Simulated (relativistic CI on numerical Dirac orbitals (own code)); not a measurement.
# One change at a time: Ho⁶⁵⁺

Base calculation: Dirac-Coulomb-Breit CI, separate exchange-only KLI orbitals for each configuration, model QED, unscaled Slater integrals.

Configurations in the expansion: 1s², 1s2s, 1s2p, 1s3s, 1s3p, 1s3d, 1s4s, 1s4p, 1s4d, 1s4f, 1s5s, 1s5p, 1s5d, 1s5f, 1s5g, 1s6s, 1s6p, 1s6d, 2s². Levels of other configurations are missing.

Variants: (1) P86 correlation estimate; (2) configuration mixing switched off. Shifts of the energy above 1s² ¹S0, in eV, for the lowest level and the first level of each name with at least 55 % of one term (blank where a level changes its place among those of its configuration and J or its character, or is not in the variant):

| Level | Base | Δ(1) | Δ(2) |
| --- | --- | --- | --- |
| 1s² ¹S0 | 0.0 | 0.0 | 0.0 |
| 1s2s ³S1 | 47587.0 | +2.1 | -0.3 |
| 1s2p ³P°1 | 47688.6 | +1.9 | -0.3 |
| 1s2s ¹S0 | 47712.0 | +2.1 | +0.1 |
| 1s2p ³P°0 | 47712.6 | +1.9 | -0.2 |
| 1s2p ³P°2 | 48695.7 | +1.9 | -0.3 |
| 1s2p ¹P°1 | 48740.6 | +1.9 | -0.2 |
| 1s3s ³S1 | 56714.7 | +2.6 | -0.3 |
| 1s3p ³P°1 | 56742.0 | +2.6 | -0.3 |
| 1s3s ¹S0 | 56748.0 | +2.6 | -0.6 |
| 1s3p ³P°0 | 56748.3 | +2.6 | -0.3 |
| 1s3p ³P°2 | 57041.7 | +2.6 | -0.3 |
| 1s3d ³D2 | 57051.1 | +2.7 | -0.3 |
| 1s3d ³D1 | 57054.2 | +2.7 | -0.3 |

At this charge energies of transitions that change n are usually good to better than 1 %, and those within a shell (Δn = 0) to a few per cent.

Ionisation energy from the two ground configurations alone: base 63768.8 eV. The NIST ASD value (theoretical) is 63772.4 eV.

LS names give the leading component of a level, which can be under half, so a name can repeat, a term be missing and a line seem to break the LS rules.
